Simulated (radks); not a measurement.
Results of a calculation; reference values are marked as such.
How relativity changes the ionisation of the vanadium ion V2+ ([Ar] 3d3) to V3+ ([Ar] 3d2). Spin-unpolarised spherical Kohn-Sham, PBE, point nucleus unless stated (finite: rms radius 3.6002 fm), a radial shooting solver on a logarithmic mesh with Libxc functionals. A level marked "c x" has the speed of light scaled by that factor and shares open shells by 2j + 1; other Dirac levels either fill j = l - 1/2 first or share by 2j + 1.

\begin{tabular}{lrrrrr}
level & E(V2+) (hartree) & E(V3+) (hartree) & IE (eV) & HOMO & <r> HOMO (bohr) \\ \hline
non-rel. & -942.77985 & -941.71164 & 29.067 & 3d & 1.314 \\
scalar-rel. & -948.19562 & -947.13366 & 28.897 & 3d & 1.321 \\
scalar-rel., finite nucleus & -948.19340 & -947.13144 & 28.897 & 3d & 1.321 \\
Dirac, 2j+1 shares & -948.20711 & -947.14517 & 28.897 & 3d5/2 & 1.323 \\
Dirac, low j first & -948.21180 & -947.14889 & 28.923 & 3d3/2 & 1.320 \\
Dirac, 2j+1 shares, finite nucleus & -948.20489 & -947.14294 & 28.897 & 3d5/2 & 1.323 \\
Dirac, c x 1.5 & -945.17344 & -944.10803 & 28.991 & 3d5/2 & 1.318 \\
Dirac, c x 2 & -944.12265 & -943.05601 & 29.025 & 3d5/2 & 1.317 \\
Dirac, c x 10 & -942.83339 & -941.76524 & 29.066 & 3d5/2 & 1.315 \\
\end{tabular}

NIST Atomic Spectra Database: 29.311 eV (measured). The relativistic part of the total energy of V2+ is -5.425 hartree (Dirac, 2j+1 shares, finite nucleus), 0.58 % of the non-relativistic value. Spin polarisation and multiplet splitting of open shells are left out at every level.

Beside tabulated values, note that spin-unpolarised runs miss the spin-polarisation part of the exchange energy of open shells.
